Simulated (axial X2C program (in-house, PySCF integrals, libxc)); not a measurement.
**Ω levels of ONdO⁻ from open-shell CI on f(δφ)2 s1 f(π)0**

Computed with an axial X2C code built on PySCF integrals: two-component X2C with atomic mean-field Coulomb and Gaunt terms, basis O dyall-v3z, Nd dyall-v3z (cores contracted in-house). Orbitals come from Hartree–Fock averaged over the configuration Nd f(δφ)2 s1 f(π)0; CI then distributes these electrons over the f(δφ), s, f(π) shells of Nd.

O–Nd–O held linear, both bonds 1.788 Å (near the minimum of the configuration average).

Active spinors (ω > 0):

```tsv
shell	ω	ε (eV)	character
f(δφ)	3/2	7.78	100% Nd f
f(δφ)	5/2	7.95	100% Nd f
f(δφ)	5/2	8.47	100% Nd f
f(δφ)	7/2	8.67	100% Nd f
s	1/2	2.00	86% Nd s, 12% Nd d
f(π)	3/2	9.29	93% Nd f, 4% Nd p
f(π)	1/2	9.29	93% Nd f, 5% Nd p
```

Lowest levels of this model:

| Ω | energy (cm⁻¹) | g∥ | configuration |
| --- | --- | --- | --- |
| 7/2 | 0 | 4.09 | 100% f(δφ)2 s1 |
| 9/2 | 149 | 8.10 | 100% f(δφ)2 s1 |
| 11/2 | 2353 | 12.04 | 100% f(δφ)2 s1 |
| 9/2 | 2371 | 8.03 | 100% f(δφ)2 s1 |
| 13/2 | 4500 | 16.00 | 100% f(δφ)2 s1 |
| 11/2 | 4674 | 12.00 | 100% f(δφ)2 s1 |
| 1/2 | 5313 | 2.01 | 100% f(δφ)2 s1 |
| 3/2 | 6543 | 5.74 | 100% f(δφ)2 s1 |
| 1/2 | 6696 | 1.73 | 100% f(δφ)2 s1 |
| 1/2 | 12227 | 0.78 | 100% f(δφ)2 s1 |
| 3/2 | 12255 | 4.15 | 100% f(δφ)2 s1 |
| 1/2 | 12368 | 1.61 | 100% f(δφ)2 s1 |
| 5/2 | 12900 | 7.93 | 100% f(δφ)2 s1 |
| 3/2 | 13071 | 3.93 | 100% f(δφ)2 s1 |
| 1/2 | 13583 | 1.76 | 100% f(δφ)2 s1 |
| 1/2 | 15393 | 2.00 | 100% f(δφ)2 s1 |
| 3/2 | 19283 | 4.01 | 100% f(δφ)2 s1 |
| 9/2 | 21849 | 10.05 | 100% f(δφ)2 s1 |
| 7/2 | 21856 | 6.04 | 100% f(δφ)2 s1 |
| 13/2 | 26906 | 14.01 | 100% f(δφ)2 s1 |
| 11/2 | 26908 | 10.00 | 100% f(δφ)2 s1 |

g∥ is the magnitude of 2⟨Lz + ge Sz⟩ for the +Ω component.

Q: From Ω and g∥ of the lowest level, whose 2⟨Lz + ge Sz⟩ is positive, find ⟨Sz⟩ and ⟨Lz⟩ (ge = 2.0023).

A: Ω = ⟨Lz⟩ + ⟨Sz⟩ = 7/2 and ⟨Lz⟩ + ge⟨Sz⟩ = 2.045, so ⟨Sz⟩ = -1.45 and ⟨Lz⟩ = 4.95.

Occupations of the active spinors in the lowest level by ω, shell by shell in order of energy: -7/2: 0.00; -5/2: 0.00 0.00; -3/2: 0.00 0.00; -1/2: 1.00 0.00; 1/2: 0.00 0.00; 3/2: 1.00 0.00; 5/2: 0.21 0.79; 7/2: 0.00. The leading determinant has weight 0.79 among 26.

This point took 3.9 s on 1 thread of Arm Neoverse V1, with other jobs on the host.

Dynamic correlation is missing, so gaps between terms are too wide and other configurations may lie lower; the lowest level listed is that of this model, not necessarily the ground state. At most 6 roots were kept for each Ω > 0 (twice that for Ω = 0) within 3.5 eV of the lowest, so higher up levels can be missing between those listed; levels with Ω > 0 are doubly degenerate and listed once, Ω = 0 levels singly. States that fill the shells left empty in the average are placed too high. For an anion, levels above electron detachment are held by the basis set. The molecule was held linear; bending was not examined.
